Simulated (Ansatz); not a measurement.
## Nudged elastic band run: ClGeH$_{5}$O

The input (input.yaml):

```yaml
crystal:
  periodic: [false, false, false]
  atoms:
    - { symbol: Ge, position_ang: [-0.766681, -0.81162, -0.468638] }
    - { symbol: Cl, position_ang: [1.294815, -0.746861, -1.197213] }
    - { symbol: H, position_ang: [-1.446926, -1.878852, -1.342405] }
    - { symbol: H, position_ang: [-0.732735, -1.227172, 1.001152] }
    - { symbol: H, position_ang: [-1.389168, 0.564869, -0.716826] }
    - { symbol: H, position_ang: [1.479486, 0.763344, 0.734038] }
    - { symbol: O, position_ang: [0.828254, 1.260533, 1.247569] }
    - { symbol: H, position_ang: [0.732856, 2.075658, 0.742424] }
basis:
  gaussian: { orbitals: def2-SVP }
hamiltonian:
  xc: pbe0
neb:
  order_check: false
  images: 4
  f_tol: 0.05
  max_iterations: 60
  climbing: false
  final_atoms:
    - { symbol: Ge, position_ang: [-1.02636823, -0.25012748, -0.00247707] }
    - { symbol: Cl, position_ang: [2.71953168, -0.81931411, -0.24822764] }
    - { symbol: H, position_ang: [-0.92634799, -0.6297441, -1.48781118] }
    - { symbol: H, position_ang: [-0.79963398, -1.4429468, 0.92559551] }
    - { symbol: H, position_ang: [-2.35179409, 0.47201937, 0.28972581] }
    - { symbol: H, position_ang: [1.80014807, 0.0504044, 0.12604513] }
    - { symbol: O, position_ang: [0.31897623, 0.88293328, 0.42074009] }
    - { symbol: H, position_ang: [0.26538932, 1.73667445, -0.02348966] }
  initial_path:
    images:
      - { positions_ang: [[-0.766681, -0.81162, -0.468638], [1.294815, -0.746861, -1.197213], [-1.446926, -1.878852, -1.342405], [-0.732735, -1.227172, 1.001152], [-1.389168, 0.564869, -0.716826], [1.479486, 0.763344, 0.734038], [0.828254, 1.260533, 1.247569], [0.732856, 2.075658, 0.742424]] }
      - { positions_ang: [[-0.7504463, -0.68433615, -0.35723295], [1.46319146, -0.75053258, -1.12669113], [-1.29229424, -1.73715366, -1.31673575], [-0.77563266, -1.19843047, 1.05882319], [-1.47969164, 0.61442619, -0.62989455], [1.48487551, 0.63012708, 0.54093043], [0.70403787, 1.13015595, 1.10213705], [0.645861, 1.99564264, 0.72876473]] }
      - { positions_ang: [[-0.7342116, -0.5570523, -0.24582791], [1.63156791, -0.75420415, -1.05616927], [-1.13766247, -1.59545532, -1.2910665], [-0.81853033, -1.16968893, 1.11649437], [-1.57021528, 0.66398338, -0.54296311], [1.49026502, 0.49691015, 0.34782286], [0.57982175, 0.9997789, 0.95670509], [0.55886599, 1.91562727, 0.71510545]] }
      - { positions_ang: [[-0.78614904, -0.44475379, -0.15259572], [1.91651125, -0.76869478, -0.8663722], [-1.03354687, -1.34563374, -1.32014773], [-0.83191012, -1.2128439, 1.10138308], [-1.7627405, 0.64541345, -0.34165274], [1.55439743, 0.35432223, 0.22622428], [0.4779662, 0.92425895, 0.79133931], [0.46537266, 1.84783056, 0.56192272]] }
      - { positions_ang: [[-0.90625864, -0.34744064, -0.07753639], [2.31802146, -0.79400444, -0.55729992], [-0.97994743, -0.98768892, -1.40397945], [-0.81577205, -1.32789535, 1.01348929], [-2.05726729, 0.55871641, -0.02596347], [1.67727275, 0.20236332, 0.17613471], [0.39847121, 0.90359611, 0.6060397], [0.36538099, 1.79225251, 0.26921653]] }
      - { positions_ang: [[-1.02636823, -0.25012748, -0.00247707], [2.71953168, -0.81931411, -0.24822764], [-0.92634799, -0.6297441, -1.48781118], [-0.79963398, -1.4429468, 0.92559551], [-2.35179409, 0.47201937, 0.28972581], [1.80014807, 0.0504044, 0.12604513], [0.31897623, 0.88293328, 0.42074009], [0.26538932, 1.73667445, -0.02348966]] }
```

Run as:

```bash
$ ansatz run input.yaml --threads 2 --pin off --max-ram 3072MiB --backend cpu --events-out ev --progress --plain --runs-dir out
```

Output, in part (warnings, iteration lines, the closing report on the highest movable image, with atoms numbered from 0):

```
NEB end point (image 0): max|allowed force component| = 8.021e-3 eV/Å (the criterion of neb.relax_end_points is 1.000e-2)
NEB end point (image 5): max|allowed force component| = 2.512e-2 eV/Å (the criterion of neb.relax_end_points is 1.000e-2)
NEB iter   1: max|band force component| = 3.279e0 eV/Å  barrier→ = 1.7304 eV  barrier← = 1.3228 eV  Δτ_max = 0.2000 Å  (153 SCF iters)
NEB iter   2: max|band force component| = 1.484e0 eV/Å  barrier→ = 1.1866 eV  barrier← = 0.7790 eV  Δτ_max = 0.2000 Å  (116 SCF iters)
NEB iter   3: max|band force component| = 1.244e0 eV/Å  barrier→ = 0.9986 eV  barrier← = 0.5910 eV  Δτ_max = 0.1504 Å  (112 SCF iters)
NEB iter   4: max|band force component| = 3.654e-1 eV/Å  barrier→ = 0.9454 eV  barrier← = 0.5378 eV  Δτ_max = 0.0495 Å  (109 SCF iters)
NEB iter   5: max|band force component| = 2.271e-1 eV/Å  barrier→ = 0.9262 eV  barrier← = 0.5187 eV  Δτ_max = 0.0593 Å  (105 SCF iters)
NEB iter   6: max|band force component| = 1.489e-1 eV/Å  barrier→ = 0.9564 eV  barrier← = 0.5488 eV  Δτ_max = 0.0777 Å  (104 SCF iters)
NEB iter   7: max|band force component| = 2.438e-1 eV/Å  barrier→ = 1.0075 eV  barrier← = 0.6000 eV  Δτ_max = 0.0262 Å  (108 SCF iters)
NEB iter   8: max|band force component| = 2.020e-1 eV/Å  barrier→ = 1.0195 eV  barrier← = 0.6120 eV  Δτ_max = 0.0269 Å  (109 SCF iters)
NEB iter   9: max|band force component| = 1.570e-1 eV/Å  barrier→ = 1.0110 eV  barrier← = 0.6035 eV  Δτ_max = 0.0387 Å  (103 SCF iters)
NEB iter  10: max|band force component| = 1.685e-1 eV/Å  barrier→ = 1.0004 eV  barrier← = 0.5929 eV  Δτ_max = 0.0194 Å  (110 SCF iters)
NEB iter  11: max|band force component| = 1.653e-1 eV/Å  barrier→ = 1.0016 eV  barrier← = 0.5940 eV  Δτ_max = 0.0388 Å  (109 SCF iters)
NEB iter  12: max|band force component| = 1.542e-1 eV/Å  barrier→ = 1.0025 eV  barrier← = 0.5949 eV  Δτ_max = 0.0388 Å  (109 SCF iters)
NEB iter  13: max|band force component| = 1.306e-1 eV/Å  barrier→ = 1.0011 eV  barrier← = 0.5935 eV  Δτ_max = 0.0388 Å  (109 SCF iters)
NEB iter  14: max|band force component| = 1.345e-1 eV/Å  barrier→ = 0.9971 eV  barrier← = 0.5896 eV  Δτ_max = 0.0194 Å  (109 SCF iters)
NEB iter  15: max|band force component| = 1.200e-1 eV/Å  barrier→ = 0.9936 eV  barrier← = 0.5860 eV  Δτ_max = 0.0194 Å  (109 SCF iters)
NEB iter  16: max|band force component| = 1.135e-1 eV/Å  barrier→ = 0.9901 eV  barrier← = 0.5825 eV  Δτ_max = 0.0386 Å  (110 SCF iters)
NEB iter  17: max|band force component| = 1.024e-1 eV/Å  barrier→ = 0.9812 eV  barrier← = 0.5736 eV  Δτ_max = 0.0771 Å  (106 SCF iters)
NEB iter  18: max|band force component| = 1.688e-1 eV/Å  barrier→ = 0.9597 eV  barrier← = 0.5521 eV  Δτ_max = 0.0386 Å  (108 SCF iters)
NEB iter  19: max|band force component| = 1.101e-1 eV/Å  barrier→ = 0.9491 eV  barrier← = 0.5415 eV  Δτ_max = 0.0386 Å  (104 SCF iters)
NEB iter  20: max|band force component| = 1.044e-1 eV/Å  barrier→ = 0.9377 eV  barrier← = 0.5302 eV  Δτ_max = 0.0386 Å  (104 SCF iters)
NEB iter  21: max|band force component| = 1.101e-1 eV/Å  barrier→ = 0.9300 eV  barrier← = 0.5225 eV  Δτ_max = 0.0193 Å  (102 SCF iters)
NEB iter  22: max|band force component| = 1.234e-1 eV/Å  barrier→ = 0.9253 eV  barrier← = 0.5178 eV  Δτ_max = 0.0097 Å  (101 SCF iters)
NEB iter  23: max|band force component| = 1.089e-1 eV/Å  barrier→ = 0.9228 eV  barrier← = 0.5153 eV  Δτ_max = 0.0097 Å  (93 SCF iters)
NEB iter  24: max|band force component| = 9.358e-2 eV/Å  barrier→ = 0.9204 eV  barrier← = 0.5128 eV  Δτ_max = 0.0097 Å  (95 SCF iters)
NEB iter  25: max|band force component| = 7.783e-2 eV/Å  barrier→ = 0.9179 eV  barrier← = 0.5104 eV  Δτ_max = 0.0097 Å  (97 SCF iters)
NEB iter  26: max|band force component| = 7.773e-2 eV/Å  barrier→ = 0.9159 eV  barrier← = 0.5083 eV  Δτ_max = 0.0193 Å  (105 SCF iters)
NEB iter  27: max|band force component| = 7.908e-2 eV/Å  barrier→ = 0.9122 eV  barrier← = 0.5047 eV  Δτ_max = 0.0386 Å  (107 SCF iters)
NEB iter  28: max|band force component| = 1.986e-1 eV/Å  barrier→ = 0.9088 eV  barrier← = 0.5012 eV  Δτ_max = 0.0194 Å  (103 SCF iters)
NEB iter  29: max|band force component| = 7.937e-2 eV/Å  barrier→ = 0.9043 eV  barrier← = 0.4968 eV  Δτ_max = 0.0388 Å  (101 SCF iters)
NEB iter  30: max|band force component| = 1.977e-1 eV/Å  barrier→ = 0.8964 eV  barrier← = 0.4888 eV  Δτ_max = 0.0193 Å  (104 SCF iters)
NEB iter  31: max|band force component| = 1.919e-1 eV/Å  barrier→ = 0.8905 eV  barrier← = 0.4829 eV  Δτ_max = 0.0194 Å  (99 SCF iters)
NEB iter  32: max|band force component| = 6.123e-2 eV/Å  barrier→ = 0.8939 eV  barrier← = 0.4863 eV  Δτ_max = 0.0388 Å  (99 SCF iters)
NEB iter  33: max|band force component| = 1.169e-1 eV/Å  barrier→ = 0.9052 eV  barrier← = 0.4976 eV  Δτ_max = 0.0194 Å  (105 SCF iters)
NEB iter  34: max|band force component| = 7.334e-2 eV/Å  barrier→ = 0.9094 eV  barrier← = 0.5018 eV  Δτ_max = 0.0193 Å  (100 SCF iters)
NEB iter  35: max|band force component| = 4.309e-2 eV/Å  barrier→ = 0.9128 eV  barrier← = 0.5052 eV  Δτ_max = 0.0000 Å  (207 SCF iters)
Total energy: -71143.17982902 eV, -2614.4636361371 hartree
Atom 0 at    -0.652295    -0.539163    -0.111627 Å, force     0.046802    -0.067067    -0.037269 eV/Å
Atom 1 at     1.690701    -1.160437    -0.435814 Å, force    -0.127717    -0.021858    -0.026344 eV/Å
Atom 2 at    -0.881992    -0.923806    -1.580209 Å, force    -0.072045    -0.086953    -0.034888 eV/Å
Atom 3 at    -0.841666    -1.583699     0.987871 Å, force    -0.028106    -0.049424     0.001759 eV/Å
Atom 4 at    -1.753845     0.548878     0.141469 Å, force     0.119946    -0.010025    -0.027306 eV/Å
Atom 5 at     1.429678     0.667338     0.287457 Å, force    -0.023547     0.141263     0.070866 eV/Å
Atom 6 at     0.577636     1.080695     0.593348 Å, force     0.060456     0.071998     0.028821 eV/Å
Atom 7 at     0.431683     1.910093     0.117606 Å, force     0.024211     0.022067     0.024363 eV/Å
Dipole moment:    -0.294372     0.660131    -0.002463 e Å
```

It converged. No image climbed, so the highest image needn't sit at the top of the path. The orbitals stay closed-shell, which can raise the energy where a bond breaks towards radicals; this wasn't checked here.

Final band (atoms are numbered from 1 in the order of the input):

```csv
image,path coordinate (Å),energy (eV),Ge1–Cl2 (Å),H6–O7 (Å),Ge1–O7 (Å)
0,0.00,0.00,2.19,0.97,3.13
1,0.88,0.06,2.19,0.97,3.23
2,1.75,0.41,2.23,0.97,2.84
3,2.63,0.91,2.45,1.00,2.15
4,3.51,0.68,3.02,1.40,1.86
5,4.39,0.41,3.80,1.72,1.81
```

The run took 3.4 min on 2 threads of Intel(R) Xeon(R) Platinum 8488C (Sapphire Rapids), on a shared host, peak memory 0.21 GiB.
